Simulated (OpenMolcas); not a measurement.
# Multiconfigurational calculation on Eu²⁺

Input:

```
&GATEWAY
Coord
1

Eu 0.0 0.0 0.0
Basis=ANO-RCC-VTZP
Group=XYZ
NoMove
AngMom=0.0 0.0 0.0
AMFI
&SEWARD
* reference wave functions (RASSCF and RASSI steps not shown): 7 electrons in 7 orbitals (4f)
>>> COPY JOB001 $Project.JobIph
&CASPT2
Multistate=1 1
Frozen=9 9
IPEA=0.25
Imaginary=0.1
MaxIter=60
WThr=0.0 0.3 0.05
PrWF=0.5
NoMix
>>> COPY JOB002 $Project.JobIph
&CASPT2
Multistate=48 1 2 3 4 5 6 7 8 9 10 11 12 13 14 15 16 17 18 19 20 21 22
23 24 25 26 27 28 29 30 31 32 33 34 35 36 37 38 39 40 41 42 43 44 45 46
47 48
Frozen=9 9
IPEA=0.25
Imaginary=0.1
MaxIter=60
WThr=0.0 0.3 0.05
PrWF=0.5
NoMix
>>> COPY JOB003 $Project.JobIph
&CASPT2
Multistate=96 1 2 3 4 5 6 7 8 9 10 11 12 13 14 15 16 17 18 19 20 21 22
23 24 25 26 27 28 29 30 31 32 33 34 35 36 37 38 39 40 41 42 43 44 45 46
47 48 49 50 51 52 53 54 55 56 57 58 59 60 61 62 63 64 65 66 67 68 69 70
71 72 73 74 75 76 77 78 79 80 81 82 83 84 85 86 87 88 89 90 91 92 93 94
95 96
NoMult
Frozen=9 9
IPEA=0.25
Imaginary=0.1
MaxIter=60
WThr=0.0 0.3 0.05
PrWF=0.5
NoMix
```

Output, cut to the results:

```
--- CASPT2 ---
Orbital specifications:
      -----------------------

      Symmetry species                           1   2
                                                ag  au
      Frozen orbitals                            9   9
      Inactive orbitals                          6   3
      Active orbitals                            0   7
      Secondary orbitals                        36  34
      Deleted orbitals                           0   0
      Number of basis functions                 51  53
Type of calculation                        SS-CASPT2
      Fock operator                              state-specific
      IPEA shift                                 0.25
      Real shift                                 0.00
      Imaginary shift                            0.10
      The input orbitals will be transformed to quasi-canonical
Reference energy:      -10834.3739476316
      E2 (Non-variational):      -1.0505675258
      Shift correction:          -0.0007622175
      E2 (Variational):          -1.0513297433
      Total energy:          -10835.4252773749
      Residual norm:              0.0000003043
      Reference weight:           0.84746
      Contributions to the CASPT2 correlation energy
      Active & Virtual Only:         -0.1671686169
      One Inactive Excited:          -0.4699860714
      Two Inactive Excited:          -0.4134128375
::    CASPT2 Root  1     Total energy: -10835.42527737
--- CASPT2 ---
Orbital specifications:
      -----------------------

      Symmetry species                           1   2
                                                ag  au
      Frozen orbitals                            9   9
      Inactive orbitals                          6   3
      Active orbitals                            0   7
      Secondary orbitals                        36  34
      Deleted orbitals                           0   0
      Number of basis functions                 51  53
Type of calculation                        MS-CASPT2
      Fock operator                              state-specific
      IPEA shift                                 0.25
      Real shift                                 0.00
      Imaginary shift                            0.10
      The input orbitals will be transformed to quasi-canonical
Reference energy:      -10834.2060170867
      E2 (Non-variational):      -1.0815840249
      Shift correction:          -0.0010586713
      E2 (Variational):          -1.0826426962
      Total energy:          -10835.2886597829
      Residual norm:              0.0000003677
      Reference weight:           0.83643
      Contributions to the CASPT2 correlation energy
      Active & Virtual Only:         -0.1915467258
      One Inactive Excited:          -0.4660369103
      Two Inactive Excited:          -0.4240003888
Reference energy:      -10834.2060170867
      E2 (Non-variational):      -1.0814468791
      Shift correction:          -0.0010738503
      E2 (Variational):          -1.0825207294
      Total energy:          -10835.2885378161
      Residual norm:              0.0000003667
      Reference weight:           0.83636
      Contributions to the CASPT2 correlation energy
      Active & Virtual Only:         -0.1915383383
      One Inactive Excited:          -0.4659100553
      Two Inactive Excited:          -0.4239984856
::    CASPT2 Root  1     Total energy: -10835.28865978
::    CASPT2 Root  2     Total energy: -10835.28853782
::    CASPT2 Root  3     Total energy: -10835.28867073
::    CASPT2 Root  4     Total energy: -10835.27311203
::    CASPT2 Root  5     Total energy: -10835.27295842
::    CASPT2 Root  6     Total energy: -10835.27266869
::    CASPT2 Root  7     Total energy: -10835.27267039
::    CASPT2 Root  8     Total energy: -10835.27276879
::    CASPT2 Root  9     Total energy: -10835.27279709
::    CASPT2 Root 10     Total energy: -10835.27282558
::    CASPT2 Root 11     Total energy: -10835.27316690
::    CASPT2 Root 12     Total energy: -10835.27256243
::    CASPT2 Root 13     Total energy: -10835.27253560
::    CASPT2 Root 14     Total energy: -10835.27277029
::    CASPT2 Root 15     Total energy: -10835.27333500
::    CASPT2 Root 16     Total energy: -10835.27266123
::    CASPT2 Root 17     Total energy: -10835.25864990
::    CASPT2 Root 18     Total energy: -10835.25880581
::    CASPT2 Root 19     Total energy: -10835.25881359
::    CASPT2 Root 20     Total energy: -10835.25885242
::    CASPT2 Root 21     Total energy: -10835.25873579
::    CASPT2 Root 22     Total energy: -10835.20250783
::    CASPT2 Root 23     Total energy: -10835.20254391
::    CASPT2 Root 24     Total energy: -10835.20261369
::    CASPT2 Root 25     Total energy: -10835.20294735
::    CASPT2 Root 26     Total energy: -10835.20260700
::    CASPT2 Root 27     Total energy: -10835.20228990
::    CASPT2 Root 28     Total energy: -10835.20268636
::    CASPT2 Root 29     Total energy: -10835.20250463
::    CASPT2 Root 30     Total energy: -10835.20242912
--- CASPT2 ---
Orbital specifications:
      -----------------------

      Symmetry species                           1   2
                                                ag  au
      Frozen orbitals                            9   9
      Inactive orbitals                          6   3
      Active orbitals                            0   7
      Secondary orbitals                        36  34
      Deleted orbitals                           0   0
      Number of basis functions                 51  53
Type of calculation                        SS-CASPT2
      Fock operator                              state-specific
      IPEA shift                                 0.25
      Real shift                                 0.00
      Imaginary shift                            0.10
      The input orbitals will be transformed to quasi-canonical
Reference energy:      -10834.1000214705
      E2 (Non-variational):      -1.0863345957
      Shift correction:          -0.0009664876
...
```

Levels above the lowest, from the spin-orbit matrix with the multistate effective Hamiltonian, averaged by term, added to it:

```json
{"Configuration": "4f⁷", "Term": "⁸S°", "J": "7/2", "E (cm⁻¹)": "0.0", "Measured (cm⁻¹)": "0.0", "g": "1.995", "Term weight %": "97", "Second": "3 ⁶P°"}
{"Configuration": "4f⁷", "Term": "⁶P°", "J": "7/2", "E (cm⁻¹)": "29230", "Measured (cm⁻¹)": "28200", "g": "1.693", "Term weight %": "82", "Second": "10 ⁶D°"}
{"Configuration": "4f⁷", "Term": "⁶P°", "J": "5/2", "E (cm⁻¹)": "29470", "Measured (cm⁻¹)": "", "g": "1.854", "Term weight %": "88", "Second": "10 ⁶D°"}
{"Configuration": "4f⁷", "Term": "⁶P°", "J": "3/2", "E (cm⁻¹)": "30250", "Measured (cm⁻¹)": "", "g": "2.365", "Term weight %": "93", "Second": "6 ⁶D°"}
{"Configuration": "4f⁷", "Term": "⁶I°", "J": "7/2", "E (cm⁻¹)": "33110", "Measured (cm⁻¹)": "", "g": "0.455", "Term weight %": "95", "Second": "5 ⁴H°(1)"}
{"Configuration": "4f⁷", "Term": "⁶I°", "J": "9/2", "E (cm⁻¹)": "33400", "Measured (cm⁻¹)": "", "g": "0.834", "Term weight %": "96", "Second": "3 ⁴H°(1)"}
{"Configuration": "4f⁷", "Term": "⁶I°", "J": "17/2", "E (cm⁻¹)": "33540", "Measured (cm⁻¹)": "32073", "g": "1.292", "Term weight %": "97", "Second": "3 ⁴K°"}
{"Configuration": "4f⁷", "Term": "⁶I°", "J": "11/2", "E (cm⁻¹)": "33670", "Measured (cm⁻¹)": "32180", "g": "1.037", "Term weight %": "97", "Second": "2 ⁴H°(1)"}
{"Configuration": "4f⁷", "Term": "⁶I°", "J": "15/2", "E (cm⁻¹)": "33820", "Measured (cm⁻¹)": "32308", "g": "1.238", "Term weight %": "98", "Second": ""}
{"Configuration": "4f⁷", "Term": "⁶I°", "J": "13/2", "E (cm⁻¹)": "33830", "Measured (cm⁻¹)": "", "g": "1.159", "Term weight %": "98", "Second": ""}
{"Configuration": "4f⁷", "Term": "⁶D°", "J": "9/2", "E (cm⁻¹)": "36400", "Measured (cm⁻¹)": "", "g": "1.547", "Term weight %": "94", "Second": "3 ⁶F°"}
{"Configuration": "4f⁷", "Term": "⁶D°", "J": "1/2", "E (cm⁻¹)": "37290", "Measured (cm⁻¹)": "", "g": "3.323", "Term weight %": "100", "Second": ""}
{"Configuration": "4f⁷", "Term": "⁶D°", "J": "7/2", "E (cm⁻¹)": "37540", "Measured (cm⁻¹)": "", "g": "1.591", "Term weight %": "85", "Second": "10 ⁶P°"}
{"Configuration": "4f⁷", "Term": "⁶D°", "J": "3/2", "E (cm⁻¹)": "37600", "Measured (cm⁻¹)": "", "g": "1.890", "Term weight %": "92", "Second": "6 ⁶P°"}
{"Configuration": "4f⁷", "Term": "⁶D°", "J": "5/2", "E (cm⁻¹)": "37780", "Measured (cm⁻¹)": "", "g": "1.670", "Term weight %": "87", "Second": "10 ⁶P°"}
{"Configuration": "4f⁷", "Term": "⁶G°", "J": "7/2", "E (cm⁻¹)": "47520", "Measured (cm⁻¹)": "", "g": "1.213", "Term weight %": "62", "Second": "24 ⁶F°"}
{"Configuration": "4f⁷", "Term": "⁶G°", "J": "9/2", "E (cm⁻¹)": "47560", "Measured (cm⁻¹)": "", "g": "1.314", "Term weight %": "63", "Second": "28 ⁶F°"}
{"Configuration": "4f⁷", "Term": "⁶G°", "J": "11/2", "E (cm⁻¹)": "47600", "Measured (cm⁻¹)": "", "g": "1.374", "Term weight %": "60", "Second": "34 ⁶F°"}
{"Configuration": "4f⁷", "Term": "⁶G°", "J": "5/2", "E (cm⁻¹)": "47620", "Measured (cm⁻¹)": "", "g": "1.007", "Term weight %": "59", "Second": "23 ⁶F°"}
{"Configuration": "4f⁷", "Term": "⁶G°", "J": "3/2", "E (cm⁻¹)": "48060", "Measured (cm⁻¹)": "", "g": "0.365", "Term weight %": "62", "Second": "22 ⁶F°"}
{"Configuration": "4f⁷", "Term": "⁶G°", "J": "13/2", "E (cm⁻¹)": "49090", "Measured (cm⁻¹)": "", "g": "1.376", "Term weight %": "92", "Second": "5 ⁶H°"}
{"Configuration": "4f⁷", "Term": "⁶F°", "J": "1/2", "E (cm⁻¹)": "49710", "Measured (cm⁻¹)": "", "g": "-0.528", "Term weight %": "80", "Second": "19 ⁴D°"}
{"Configuration": "4f⁷", "Term": "⁶F°", "J": "3/2", "E (cm⁻¹)": "50710", "Measured (cm⁻¹)": "", "g": "0.764", "Term weight %": "55", "Second": "30 ⁶G°"}
{"Configuration": "4f⁷", "Term": "⁶F°", "J": "5/2", "E (cm⁻¹)": "51440", "Measured (cm⁻¹)": "", "g": "1.163", "Term weight %": "54", "Second": "29 ⁶G°"}
```

Against the 4 measured excited levels shown (Martin, Zalubas and Hagan, Atomic Energy Levels: The Rare-Earth Elements, NSRDS-NBS 60 (1978)) the mean absolute deviation is 1400 cm-1; the largest miss in energy is 4f⁷ ⁶I°_15/2: computed 33820, measured 32308 cm⁻¹ (+4.7 %).

CASPT2 breaks the degeneracy within a term, and the mean is taken; among the terms shown or strongly mixed into the levels shown the widest spread is 570 cm-1 (4f⁷ ⁶G°). Blocks of more than 70 roots (2S+1 = 4 odd) ran without multistate coupling. Only 96 quartet roots enter the spin-orbit mixing, so the splitting and order within the octet and the sextets are unsound, and g values and χT are rough. Measured partners are found by configuration, term and J. A level has none where our copy of the source lacks it or the pairing is in doubt (some pairs that miss far off the trend of their configuration count as doubtful), and it then counts in no deviation. Only configurations of the active space appear. The first state left out of the spin-orbit step lies near 70000 cm-1 above the lowest spin-free state of the reference (among the parities and spins computed), and the list stops at four fifths of that energy or lower. The table shows the lowest 24 of 43 levels.

The term weight is that of the spin-free term in the level, not the purity of its configuration. A number in round brackets counts repeated terms of one configuration in the order of the reference energies. ° marks odd parity.
